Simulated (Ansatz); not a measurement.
The cluster Zn5Te4: single points at one geometry.

```yaml
crystal:
  periodic: [false, false, false]
  atoms:
    - {symbol: Zn, position_ang: [1.895125, -0.235910, 1.017889]}
    - {symbol: Zn, position_ang: [-2.390876, -0.974755, -0.885258]}
    - {symbol: Zn, position_ang: [-0.157743, -1.868986, -0.688475]}
    - {symbol: Zn, position_ang: [-1.271338, -0.320913, 1.873682]}
    - {symbol: Zn, position_ang: [0.020922, 1.837859, 0.053803]}
    - {symbol: Te, position_ang: [1.661155, 2.104593, 1.934896]}
    - {symbol: Te, position_ang: [0.344856, 0.386858, -2.214051]}
    - {symbol: Te, position_ang: [-2.051971, 1.752221, -1.556876]}
    - {symbol: Te, position_ang: [1.949882, -2.680977, 0.464390]}
basis:
  gaussian: {orbitals: def2-SVP, initial_orbitals: start.molden}
hamiltonian: {xc: r2scan, dispersion: d4}
scf: {omitted_lower_state_checks: [starts]}
output: {orbitals: {seedname: orbitals}}
```

The file start.molden holds the orbitals of an earlier run on this structure, at another level or in another basis.

```sh
$ ansatz run in.yaml --threads 4 --pin off --events-out ev --progress --plain --max-ram 6963MiB
```

Output, abridged:

```
Functional definition: r2SCAN
3070 factors; their error is unknown
mean field evaluation 1: about -271254.4579 eV, gradient 6.3e0 eV
mean field evaluation 2: about -271254.5674 eV, gradient 1.5e-1 eV
mean field evaluation 4: about -271254.4345 eV, gradient 6.0e-4 eV
mean field -271254.43448786 eV, -9968.4166045694 hartree, gradient 2.0e-5 eV, S^2 0.000000; 0 other end points of the search recorded, 0 dependent functions left out
reference -271254.43450344 eV, -9968.4166051422 hartree; 123, 123 occupied and 136, 136 virtual orbitals, 3070 factors
Total energy: -271254.65144365 eV, -9968.4245775478 hartree
Checks for a lower state left out: starts
```

Run time 25 s (4 threads of Intel Xeon on a shared host), peak host memory 0.78 GiB.

The first input with `hamiltonian: {xc: pbe, dispersion: d4}`, `output: {forces: true, orbitals: {seedname: orbitals}}` (abridged; 15 s):

```
Functional definition: PBE
mean field -271206.92085331 eV, -9966.6705107055 hartree, gradient 2.3e-5 eV, S^2 0.000000
Total energy: -271207.91883770 eV, -9966.7071859554 hartree
Atom 0 force    -0.002162    -0.004866    -0.000612 eV/Å
Atom 1 force     0.020096    -0.007984     0.003803 eV/Å
Atom 2 force    -0.026065     0.010208    -0.007041 eV/Å
Atom 3 force     0.001611     0.000289    -0.002380 eV/Å
Atom 4 force    -0.001961     0.001916     0.004834 eV/Å
Atom 5 force    -0.001064     0.004384     0.000283 eV/Å
Atom 6 force    -0.001452    -0.002984    -0.003474 eV/Å
Atom 7 force     0.001581     0.003015    -0.000433 eV/Å
Atom 8 force     0.009416    -0.003978     0.005021 eV/Å
Dipole moment:    -0.712484     0.010618    -0.089086 e Å
Checks for a lower state left out: starts
```

As the first input, with `hamiltonian: {xc: pbe0, dispersion: d4}` (abridged; 32 s):

```
Functional definition: PBE0
mean field -271212.48880776 eV, -9966.8751292576 hartree, gradient 4.0e-5 eV, S^2 0.000000
Total energy: -271213.38112720 eV, -9966.9079213923 hartree
Checks for a lower state left out: starts
```

Geometry: PBE-D4/def2-SVP.

In the def2 sets Te takes a core potential; there is no spin–orbit coupling. Another isomer (singlet) lies 1.14 eV lower at PBE0-D4/def2-SVP; other spin states weren't run for this one.
